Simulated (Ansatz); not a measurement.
Geometry optimisation, RKS B3LYP/def2-SVP (Ansatz).

Input file:

```yaml
crystal:
  periodic: [false, false, false]
  atoms:
    - { symbol: O, position_ang: [1.9794, 1.2051, -0.6393] }
    - { symbol: Al, position_ang: [1.0094, 0.0318, 0.3706] }
    - { symbol: F, position_ang: [1.7576, -0.6869, 1.8122] }
    - { symbol: Ge, position_ang: [-1.1912, -0.5833, -0.2385] }
    - { symbol: H, position_ang: [1.7114, 2.1205, -0.2673] }
    - { symbol: H, position_ang: [-2.1672, 0.6826, -0.2274] }
    - { symbol: H, position_ang: [-1.2403, -1.2194, -1.6483] }
    - { symbol: H, position_ang: [-1.767, -1.6077, 0.7823] }
basis:
  gaussian: { orbitals: def2-SVP }
hamiltonian:
  xc: b3lyp
relax:
  f_tol: 0.015
  max_steps: 40
```

Command:

```bash
$ ansatz run input.yaml --threads 2 --pin off --max-ram 3072MiB --backend cpu --events-out ev --progress --plain --runs-dir out
```

Question: Where does it end, and by what steps?

Answer: It converged. After 8 steps the energy has fallen by 0.694 eV; H5 moved furthest, 0.81 Å.

```json
{"step": "0", "energy less start (eV)": "0.0000", "largest force component (eV/Å)": "2.973", "accepted": "yes"}
{"step": "1", "energy less start (eV)": "-0.3473", "largest force component (eV/Å)": "1.366", "accepted": "yes"}
{"step": "2", "energy less start (eV)": "-0.4324", "largest force component (eV/Å)": "1.132", "accepted": "yes"}
{"step": "3", "energy less start (eV)": "-0.5851", "largest force component (eV/Å)": "0.547", "accepted": "yes"}
{"step": "4", "energy less start (eV)": "-0.6515", "largest force component (eV/Å)": "0.294", "accepted": "yes"}
{"step": "5", "energy less start (eV)": "-0.6525", "largest force component (eV/Å)": "0.368", "accepted": "yes"}
{"step": "6", "energy less start (eV)": "-0.6929", "largest force component (eV/Å)": "0.056", "accepted": "yes"}
{"step": "7", "energy less start (eV)": "-0.6938", "largest force component (eV/Å)": "0.030", "accepted": "yes"}
{"step": "8", "energy less start (eV)": "-0.6939", "largest force component (eV/Å)": "0.011", "accepted": "yes"}
```

```xyz
8
Properties=species:S:1:pos:R:3
O 1.625 1.463 -0.465
Al 0.922 0.192 0.411
F 1.771 -0.460 1.695
Ge -1.296 -0.642 -0.230
H 2.484 1.869 -0.309
H -2.338 0.499 -0.232
H -1.274 -1.238 -1.655
H -1.803 -1.740 0.729
```

Whether the end is a true minimum wasn't checked by a vibrational analysis.

The run took 24 s on 2 threads of Arm Neoverse V1, on a shared host, peak memory 0.21 GiB.
